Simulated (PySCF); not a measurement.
Members of one series of related molecules.

All values: PBE0/pcSseg-1 (PySCF) at GFN2-xTB geometries, gas phase, one conformer each.

Task: Rank by LUMO energy, highest first.
A. `[C@@H](CN[SiH2]P)([SiH2]C)C#N`
B. `[SiH2](NC/C(C#N)=C\C)P`
C. `CC[C@H](C#N)CN[SiH3]`
D. `C=C[C@H](C#N)CN[SiH2]P`
E. `[C@H]1(C#N)[C@@H](N[SiH2]P)CC1`

Result: C (0.34 eV), E (0.12 eV), A (-0.05 eV), D (-0.48 eV), B (-1.24 eV).

Task: Rank by HOMO energy, lowest first.
A. `C[C@@H]1[C@H](C#N)CN[Si@H]1P`
B. `P[SiH2]NC[C@@H](C#N)C`
C. `C([C@@H](CC)CN[SiH3])#N`

Result: B (-7.37 eV), C (-7.10 eV), A (-6.86 eV).

Task: Rank by dipole moment, highest first.
A. `[CH3:1][C@@H:2]1[C@H:3]([C:4]#[N:5])[CH2:6][NH:7][Si@H:8]1[PH2:9]` with N7–Si8–P9–H -173° and -81°, C1–C2–C3–C4 -49°, C2–C3–C6–N7 36°, C3–C6–N7–Si8 -12°, C6–N7–Si8–P9 -127°
B. `[N:1]#[C:2][C@@H:3]1[CH2:4][CH2:5][C@@H:6]1[NH:7][SiH2:8][PH2:9]` with C5–C6–N7–Si8 112°, C6–N7–Si8–P9 17°, N7–Si8–P9–H 77° and 170°, C2–C3–C4–C5 -102°, C3–C4–C5–C6 -13°, C4–C5–C6–N7 134°, C2–C3–C6–C5 102°
C. `[CH3:1][CH2:2][C@H:3]([C:4]#[N:5])[CH2:6][NH:7][SiH2:8][PH2:9]` with C1–C2–C3–C4 -63°, C2–C3–C6–N7 -59°, C3–C6–N7–Si8 -69°, C6–N7–Si8–P9 -28°, N7–Si8–P9–H -75° and -168°
D. `[CH3:1][C@H:2]([C:3]#[N:4])[CH2:5][NH:6][SiH2:7][PH2:8]` with C1–C2–C5–N6 -62°, C2–C5–N6–Si7 -77°, C5–N6–Si7–P8 176°, N6–Si7–P8–H 88° and -179°
E. `[CH3:1][CH2:2][C@@:3]1([C:4]#[N:5])[CH2:6][NH:7][Si@@H:8]1[PH2:9]` with C1–C2–C3–C4 59°, N7–Si8–P9–H -100° and 167°, C2–C3–C6–N7 127°, C3–C6–N7–Si8 -8°, C6–N7–Si8–P9 126°, C2–C3–Si8–N7 -124°
F. `[N:1]#[C:2][C@@H:3]([CH2:4][SiH3:5])[CH2:6][NH:7][SiH2:8][PH2:9]` with C2–C3–C4–Si5 -64°, C2–C3–C6–N7 66°, C3–C6–N7–Si8 -97°, C6–N7–Si8–P9 -178°, N7–Si8–P9–H -170° and 97°

Result: C (4.63 D), E (4.28 D), F (3.71 D), D (3.50 D), A (3.09 D), B (2.93 D).

All values together:

```tsv
SMILES	change	formula	μ (D)	HOMO (eV)	LUMO (eV)	lowest IAO charge (e)	highest IAO charge (e)	lowest Hirshfeld charge (e)	highest Hirshfeld charge (e)
CC[C@H](C#N)CN[SiH2]P	parent	C5H13N2PSi	4.63	-7.27	0.03	-0.672 (N)	+0.711 (Si)	-0.240 (N)	+0.316 (Si)
C=C[C@H](C#N)CN[SiH2]P	C-C bond made double	C5H11N2PSi	3.26	-7.15	-0.48	-0.678 (N)	+0.722 (Si)	-0.241 (N)	+0.318 (Si)
C[C@H](C#N)CN[SiH2]P	terminal C group replaced by H	C4H11N2PSi	3.50	-7.37	-0.10	-0.670 (N)	+0.714 (Si)	-0.238 (N)	+0.312 (Si)
N#C[C@@H]1CC[Si@H](P)NC1	ring closed by a new Si-C bond	C5H11N2PSi	4.37	-7.00	0.24	-0.678 (N)	+0.851 (Si)	-0.244 (N)	+0.340 (Si)
C[SiH2][C@H](C#N)CN[SiH2]P	C replaced by Si	C4H13N2PSi2	4.34	-7.32	-0.05	-0.707 (C)	+0.781 (Si)	-0.240 (N)	+0.359 (Si)
CC[C@H](C#N)CN[SiH3]	terminal P group replaced by H	C5H12N2Si	3.52	-7.10	0.34	-0.680 (N)	+0.753 (Si)	-0.241 (N)	+0.349 (Si)
CC[C@@]1(C#N)CN[Si@@H]1P	ring closed by a new Si-C bond	C5H11N2PSi	4.28	-7.04	-0.56	-0.681 (N)	+0.849 (Si)	-0.251 (N)	+0.350 (Si)
C/C=C(/C#N)CN[SiH2]P	C-C bond made double	C5H11N2PSi	4.54	-7.02	-1.24	-0.669 (N)	+0.714 (Si)	-0.244 (N)	+0.307 (Si)
C[C@@H]1[C@H](C#N)CN[Si@H]1P	ring closed by a new Si-C bond	C5H11N2PSi	3.09	-6.86	0.21	-0.688 (N)	+0.848 (Si)	-0.247 (N)	+0.329 (Si)
N#C[C@@H](C[SiH3])CN[SiH2]P	C replaced by Si	C4H13N2PSi2	3.71	-7.10	0.13	-0.675 (N)	+0.721 (Si)	-0.242 (N)	+0.319 (Si)
N#C[C@@H]1CC[C@@H]1N[SiH2]P	ring closed by a new C-C bond	C5H11N2PSi	2.93	-7.05	0.12	-0.669 (N)	+0.736 (Si)	-0.239 (N)	+0.323 (Si)
N#C[C@H]1CCN([SiH2]P)C1	ring closed by a new N-C bond	C5H11N2PSi	4.38	-6.96	0.23	-0.516 (N)	+0.701 (Si)	-0.232 (N)	+0.311 (Si)
```

Conformers: `[CH3:1][CH2:2][C@H:3]([C:4]#[N:5])[CH2:6][NH:7][SiH2:8][PH2:9]` with C1–C2–C3–C4 -63°, C2–C3–C6–N7 -59°, C3–C6–N7–Si8 -69°, C6–N7–Si8–P9 -28°, N7–Si8–P9–H -75° and -168°; `[CH2:1]=[CH:2][C@H:3]([C:4]#[N:5])[CH2:6][NH:7][SiH2:8][PH2:9]` with C1–C2–C3–C4 -135°, C2–C3–C6–N7 62°, C3–C6–N7–Si8 -90°, C6–N7–Si8–P9 -19°, N7–Si8–P9–H -78° and -170°; `[CH3:1][C@H:2]([C:3]#[N:4])[CH2:5][NH:6][SiH2:7][PH2:8]` with C1–C2–C5–N6 -62°, C2–C5–N6–Si7 -77°, C5–N6–Si7–P8 176°, N6–Si7–P8–H 88° and -179°; `[N:1]#[C:2][C@@H:3]1[CH2:4][CH2:5][Si@H:6]([PH2:7])[NH:8][CH2:9]1` with C5–Si6–P7–H 80° and 173°, C2–C3–C4–C5 167°, C3–C4–C5–Si6 57°, C4–C5–Si6–P7 78°, C5–Si6–N8–C9 42°; `[CH3:1][SiH2:2][C@H:3]([C:4]#[N:5])[CH2:6][NH:7][SiH2:8][PH2:9]` with C1–Si2–C3–C4 -160°, Si2–C3–C6–N7 -57°, C3–C6–N7–Si8 130°, C6–N7–Si8–P9 -171°, N7–Si8–P9–H -131° and 137°; `[CH3:1][CH2:2][C@H:3]([C:4]#[N:5])[CH2:6][NH:7][SiH3:8]` with C1–C2–C3–C4 -163°, C2–C3–C6–N7 -175°, C3–C6–N7–Si8 148°; `[CH3:1][CH2:2][C@@:3]1([C:4]#[N:5])[CH2:6][NH:7][Si@@H:8]1[PH2:9]` with C1–C2–C3–C4 59°, N7–Si8–P9–H -100° and 167°, C2–C3–C6–N7 127°, C3–C6–N7–Si8 -8°, C6–N7–Si8–P9 126°, C2–C3–Si8–N7 -124°; `[CH3:1]/[CH:2]=[C:3](/[C:4]#[N:5])[CH2:6][NH:7][SiH2:8][PH2:9]` with C2–C3–C6–N7 102°, C3–C6–N7–Si8 85°, C6–N7–Si8–P9 35°, N7–Si8–P9–H -97° and 169°; `[CH3:1][C@@H:2]1[C@H:3]([C:4]#[N:5])[CH2:6][NH:7][Si@H:8]1[PH2:9]` with N7–Si8–P9–H -173° and -81°, C1–C2–C3–C4 -49°, C2–C3–C6–N7 36°, C3–C6–N7–Si8 -12°, C6–N7–Si8–P9 -127°; `[N:1]#[C:2][C@@H:3]([CH2:4][SiH3:5])[CH2:6][NH:7][SiH2:8][PH2:9]` with C2–C3–C4–Si5 -64°, C2–C3–C6–N7 66°, C3–C6–N7–Si8 -97°, C6–N7–Si8–P9 -178°, N7–Si8–P9–H -170° and 97°; `[N:1]#[C:2][C@@H:3]1[CH2:4][CH2:5][C@@H:6]1[NH:7][SiH2:8][PH2:9]` with C5–C6–N7–Si8 112°, C6–N7–Si8–P9 17°, N7–Si8–P9–H 77° and 170°, C2–C3–C4–C5 -102°, C3–C4–C5–C6 -13°, C4–C5–C6–N7 134°, C2–C3–C6–C5 102°; `[N:1]#[C:2][C@H:3]1[CH2:4][CH2:5][N:6]([SiH2:7][PH2:8])[CH2:9]1` with C5–N6–Si7–P8 -39°, N6–Si7–P8–H 68° and -25°, C2–C3–C4–C5 120°, C3–C4–C5–N6 -25°, C4–C5–N6–Si7 -105°, C5–N6–C9–C3 -40°.

Task: Give the shifts from the parent, `CC[C@H](C#N)CN[SiH2]P`.

Result: 
```csv
SMILES,change in μ (D),change in HOMO (eV),change in LUMO (eV)
C=C[C@H](C#N)CN[SiH2]P,-1.37,+0.12,-0.51
C[C@H](C#N)CN[SiH2]P,-1.13,-0.10,-0.13
N#C[C@@H]1CC[Si@H](P)NC1,-0.26,+0.27,+0.21
C[SiH2][C@H](C#N)CN[SiH2]P,-0.29,-0.05,-0.08
CC[C@H](C#N)CN[SiH3],-1.11,+0.17,+0.31
CC[C@@]1(C#N)CN[Si@@H]1P,-0.35,+0.23,-0.59
C/C=C(/C#N)CN[SiH2]P,-0.09,+0.25,-1.27
C[C@@H]1[C@H](C#N)CN[Si@H]1P,-1.54,+0.41,+0.18
N#C[C@@H](C[SiH3])CN[SiH2]P,-0.92,+0.17,+0.10
N#C[C@@H]1CC[C@@H]1N[SiH2]P,-1.70,+0.22,+0.09
N#C[C@H]1CCN([SiH2]P)C1,-0.25,+0.31,+0.20
```
